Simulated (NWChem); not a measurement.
Molecule: BH₂Cl; SMILES BCl

All runs: NWChem. Pople sets run with spherical d functions. Each level has its own optimisation; frequencies are unscaled.

```
level                  r B–H (Å)  r B–Cl (Å)  highest harmonic frequency (cm⁻¹)  lowest (cm⁻¹)  zero-point energy (kcal/mol)  dipole (D)
---------------------  ---------  ----------  ---------------------------------  -------------  ----------------------------  ----------
B3LYP/6-31G*               1.189       1.751                               2767            823                          13.4        0.74
B3LYP/3-21G                1.186       1.791                               2809            748                          13.4        1.23
BLYP/def2-SVP              1.208       1.756                               2652            806                          12.9        0.19
PBE0-D3(BJ)/def2-TZVP      1.190       1.733                               2725            838                          13.2        0.54
```
